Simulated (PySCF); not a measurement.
SMILES [CH2]CCCC(C)=O (C6H11O), doublet, GFN2-xTB optimised geometry.

```
18

C     -1.29    -2.09     1.21
C      0.18    -1.94     1.22
C      0.70    -1.17     0.00
C      0.19     0.27     0.00
C      0.53     1.01    -1.27
C      0.32     2.50    -1.19
O      0.93     0.46    -2.27
H     -1.79    -2.30     0.29
H     -1.85    -2.10     2.12
H      0.65    -2.94     1.21
H      0.50    -1.45     2.14
H      0.37    -1.66    -0.92
H      1.79    -1.17     0.00
H     -0.90     0.25     0.10
H      0.59     0.82     0.85
H     -0.61     2.74    -0.69
H      0.33     2.94    -2.19
H      1.14     2.94    -0.62
```

Density from PySCF with unrestricted PBE0/def2-SVP at that geometry.

Minimum of the electron density along straight lines between bonded atoms, close to the bond critical point (lines longer than 1.1 times the sum of covalent radii, or with two minima, are not listed):

```csv
bond,length / Å,ρ at the minimum / e bohr⁻³,∇²ρ there / e bohr⁻⁵,position (fraction from the first atom)
C1–C2,1.472,0.267,-0.64,0.51
C2–C3,1.533,0.240,-0.54,0.50
C3–C4,1.526,0.243,-0.55,0.49
C4–C5,1.512,0.257,-0.61,0.49
C5–C6,1.510,0.257,-0.62,0.51
C5–O7,1.204,0.413,0.48,0.33
C1–H8,1.073,0.284,-1.07,0.63
C1–H9,1.072,0.284,-1.08,0.63
C2–H10,1.102,0.267,-0.93,0.62
C2–H11,1.094,0.274,-0.99,0.62
C3–H12,1.091,0.278,-1.02,0.63
C3–H13,1.091,0.277,-1.01,0.62
C4–H14,1.095,0.271,-0.97,0.63
C4–H15,1.092,0.273,-0.98,0.62
C6–H16,1.087,0.275,-1.00,0.63
C6–H17,1.087,0.277,-1.03,0.63
C6–H18,1.089,0.272,-0.98,0.63
```
